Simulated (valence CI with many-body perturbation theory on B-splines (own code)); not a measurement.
E1 line list for Lu³⁹⁺

Calculated by relativistic CI+MBPT: four valence electrons over a frozen Dirac-Fock core [Ar] 3d10, radial functions for each j: 11 s, 11 p, 9 d, 7 f, 5 g, 2 h, 1 i, with the one-electron correlation potential Σ1, the two-electron term Σ2, the three-electron term Σ3, Breit, model QED; selected CI, second order for the rest (own B-spline code, finite nucleus).

No measured spectrum was set against this ion. As an estimate, large intervals hold to a few tenths of a per cent, small ones and those within an open d or f shell to about a per cent.

Lines 151 to 200 of 242 in falling wavelength, among levels below 3505.1 × 10³ cm⁻¹, chosen from the strongest by gf and those to the six lowest levels. Wavelengths and rates use the calculated energies. Electric multipoles are in the length gauge, E1 and E2 with the static RPA response of the core. Weak lines are less certain than strong ones. Lines between different terms over intervals too small for the method are left out, as are lines whose strength nearly cancels. Where a level lies close to another of its J and parity, the split of strength between their lines is uncertain. The highest levels of a list are the least certain.

Levels are named by their leading jj configuration (3d3/2^4 stands for four electrons in 3d with j = 3/2), which in mixed levels can hold well under half, so a name can repeat and another be missing. Letters in brackets count levels of one name in rising energy.

```tsv
λ vac (Å)	Upper	Lower	A (s⁻¹)	log gf	Branch %
69.60	(4s 4p1/2 4p3/2^2) J=2 [b]	(4s^2 4p1/2 4p3/2) J=2	5.31e+11	0.29	94.3
69.47	(4s 4p3/2^3) J=2	(4s^2 4p3/2^2) J=2	6.99e+11	0.40	98.7
69.30	(4s 4p1/2 4p3/2 4d5/2) J=2 [d]	(4s^2 4p1/2 4d5/2) J=3	1.28e+11	-0.34	13.1
69.24	(4s 4p1/2 4p3/2^2) J=1 [a]	(4s^2 4p1/2 4p3/2) J=1	2.47e+11	-0.27	72.7
69.21	(4p1/2 4p3/2^3) J=2	(4s 4p1/2 4p3/2^2) J=1 [a]	6.00e+10	-0.67	6.2
69.19	(4s 4p1/2 4p3/2 4d5/2) J=3 [e]	(4s^2 4p1/2 4d5/2) J=2	1.13e+11	-0.24	12.3
69.11	(4s 4p1/2 4p3/2^2) J=1 [b]	(4s^2 4p1/2 4p3/2) J=2	4.18e+11	-0.05	57.6
68.76	(4s 4p3/2^3) J=1	(4s^2 4p3/2^2) J=0	5.93e+11	0.10	57.5
68.72	(4s 4p1/2 4p3/2 4d5/2) J=2 [d]	(4s^2 4p1/2 4d5/2) J=2	1.84e+11	-0.19	18.9
68.60	(4s 4p1/2 4p3/2 4d5/2) J=3 [c]	(4s 4p1/2 4p3/2^2) J=2 [a]	1.87e+11	-0.03	37.8
68.33	(4s^2 4p1/2 4f5/2) J=2	(4s^2 4p1/2 4d3/2) J=2	3.51e+10	-0.91	6.5
68.06	(4s 4p1/2 4p3/2^2) J=2 [b]	(4s^2 4p1/2 4p3/2) J=1	1.41e+10	-1.31	2.5
67.79	(4s 4p1/2 4p3/2 4d5/2) J=1 [a]	(4s^2 4p1/2 4d3/2) J=2	1.18e+11	-0.61	42.9
67.76	(4s 4p1/2 4p3/2 4d3/2) J=2 [d]	(4s^2 4p1/2 4d3/2) J=1	5.97e+11	0.31	43.8
67.60	(4s 4p1/2 4p3/2^2) J=1 [b]	(4s^2 4p1/2 4p3/2) J=1	2.73e+11	-0.25	37.6
67.23	(4s 4p1/2 4p3/2 4d5/2) J=4 [c]	(4s 4p1/2 4p3/2^2) J=3	9.45e+09	-1.24	1.7
66.70	(4p1/2 4p3/2^3) J=2	(4s^2 4p1/2 4d5/2) J=2	1.54e+10	-1.29	1.6
66.68	(4p1/2^2 4p3/2^2) J=2	(4s 4p1/2^2 4p3/2) J=2	7.68e+10	-0.59	15.2
66.32	(4p1/2 4p3/2^3) J=1	(4s 4p1/2 4p3/2^2) J=0	1.71e+11	-0.47	13.6
66.30	(4s 4p1/2 4p3/2 4d5/2) J=2 [c]	(4s 4p1/2 4p3/2^2) J=3	9.13e+10	-0.52	15.4
66.21	(4p1/2 4p3/2^3) J=1	(4s^2 4p1/2 4d5/2) J=2	1.04e+11	-0.69	8.2
65.57	(4s 4p3/2^3) J=1	(4s^2 4p3/2^2) J=2	4.24e+11	-0.09	41.0
65.04	(4s 4p1/2 4p3/2 4d5/2) J=3 [e]	(4s 4p1/2 4p3/2^2) J=3	5.56e+10	-0.61	6.0
64.97	(4s^2 4p1/2 4f5/2) J=3	(4s^2 4p1/2 4d3/2) J=2	7.76e+11	0.54	97.6
64.62	(4s 4p1/2 4p3/2 4d5/2) J=2 [d]	(4s 4p1/2 4p3/2^2) J=3	1.36e+10	-1.37	1.4
62.83	(4p1/2 4p3/2^3) J=2	(4s 4p1/2 4p3/2^2) J=3	1.60e+10	-1.33	1.6
62.41	(4s 4p1/2 4p3/2 4d5/2) J=2 [d]	(4s 4p1/2 4p3/2^2) J=2 [a]	1.56e+10	-1.34	1.6
62.09	(4s 4p1/2 4p3/2 4d3/2) J=2 [d]	(4s^2 4p1/2 4d3/2) J=2	2.41e+11	-0.16	17.6
61.12	(4s 4p1/2 4p3/2 4d5/2) J=3 [d]	(4s^2 4p1/2 4d3/2) J=2	1.18e+10	-1.34	1.7
60.74	(4p1/2 4p3/2^3) J=2	(4s 4p1/2 4p3/2^2) J=2 [a]	1.76e+10	-1.31	1.8
60.33	(4p1/2 4p3/2^3) J=1	(4s 4p1/2 4p3/2^2) J=2 [a]	5.48e+10	-1.05	4.4
59.32	(4s 4p1/2 4p3/2 4d5/2) J=3 [e]	(4s^2 4p1/2 4d3/2) J=2	1.24e+10	-1.34	1.4
59.25	(4s 4p1/2 4p3/2 4d3/2) J=1 [a]	(4s 4p1/2^2 4p3/2) J=2	1.09e+10	-1.77	33.4
59.11	(4s 4p1/2 4p3/2 4d3/2) J=2 [a]	(4s 4p1/2^2 4p3/2) J=2	5.90e+10	-0.81	57.8
58.97	(4s 4p1/2 4p3/2 4d5/2) J=2 [d]	(4s^2 4p1/2 4d3/2) J=2	2.58e+10	-1.17	2.6
58.60	(4s 4p1/2 4p3/2 4d3/2) J=3 [a]	(4s 4p1/2^2 4p3/2) J=2	2.79e+10	-1.00	67.8
57.36	(4s 4p1/2 4p3/2 4d3/2) J=1 [b]	(4s 4p1/2^2 4p3/2) J=1	2.74e+10	-1.39	3.0
56.79	(4s 4p1/2 4p3/2 4d3/2) J=1 [c]	(4s 4p1/2^2 4p3/2) J=1	6.33e+10	-1.04	9.8
56.43	(4s 4p1/2 4p3/2 4d5/2) J=2 [a]	(4s 4p1/2^2 4p3/2) J=1	3.30e+10	-1.10	14.3
55.94	(4s^2 4p1/2 4f5/2) J=2	(4s 4p1/2^2 4p3/2) J=1	4.16e+11	-0.01	77.0
55.58	(4s 4p1/2 4p3/2 4d5/2) J=1 [a]	(4s 4p1/2^2 4p3/2) J=1	3.82e+10	-1.28	13.9
55.33	(4s 4p1/2 4p3/2 4d3/2) J=3 [b]	(4s 4p1/2^2 4p3/2) J=2	4.59e+08	-2.83	1.1
55.21	(4s 4p1/2 4p3/2 4d3/2) J=2 [b]	(4s 4p1/2^2 4p3/2) J=2	1.42e+10	-1.49	6.0
54.81	(4s^2 4p3/2 4d3/2) J=2	(4s^2 4p1/2 4p3/2) J=2	6.40e+11	0.16	56.7
54.60	(4s^2 4p3/2 4d3/2) J=1	(4s^2 4p1/2 4p3/2) J=2	1.28e+11	-0.77	13.4
54.56	(4s 4p1/2 4p3/2 4d3/2) J=3 [c]	(4s 4p1/2^2 4p3/2) J=2	7.89e+11	0.39	96.0
54.23	(4s^2 4p3/2 4d3/2) J=3	(4s^2 4p1/2 4p3/2) J=2	9.23e+11	0.45	99.6
54.18	(4s 4p1/2 4p3/2 4d5/2) J=2 [b]	(4s 4p1/2^2 4p3/2) J=1	2.21e+10	-1.31	6.6
54.08	(4s 4p1/2 4p3/2 4d3/2) J=1 [d]	(4s 4p1/2^2 4p3/2) J=1	1.04e+12	0.14	80.9
54.03	(4s 4p1/2 4p3/2 4d3/2) J=2 [c]	(4s 4p1/2^2 4p3/2) J=2	1.02e+12	0.35	96.0
```
